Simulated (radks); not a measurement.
Question: These are the eigenvalues of the occupied orbitals of an atom or ion with whole-number occupations (hartree). Calculated with a radial shooting solver on a logarithmic mesh with Libxc functionals: scalar-relativistic Kohn-Sham, Slater X-alpha with alpha = 0.669, spin-polarised, spherical densities, finite nucleus; Fermi nuclear charge, rms radius of each element as measured or else 0.836 A^(1/3) + 0.57 fm.

1s down: -2631.485
1s up: -2631.485
2s up: -457.1870
2s down: -457.1790
2p up: -399.3927
2p down: -399.3860
3s up: -106.6245
3s down: -106.6212
3p up: -89.57506
3p down: -89.57152
3d up: -70.17683
3d down: -70.17122
4s up: -23.04628
4s down: -23.03847
4p up: -17.44927
4p down: -17.44129
4d up: -10.41697
4d down: -10.40694
5s up: -4.21038
5s down: -4.12979
5p up: -2.80686
5p down: -2.70224
4f up: -2.60884
4f down: -2.58937
5d up: -1.22686

Which element is it, and in what charge state? The configuration may be excited. Open shells, if any, are filled with parallel spins first.

Answer: Z = 75, rhenium, charge +3: Re3+ in [Xe] 4f14 5d4. The list shows which subshells hold electrons but not how many an open one holds; the 1s level, -2631.5 hartree, gives Z - s = 72.5 by -(Z - s)^2/2, which with screening and relativity narrows Z to a few neighbours, and the depths of the outer levels then fix element, charge and occupations together.
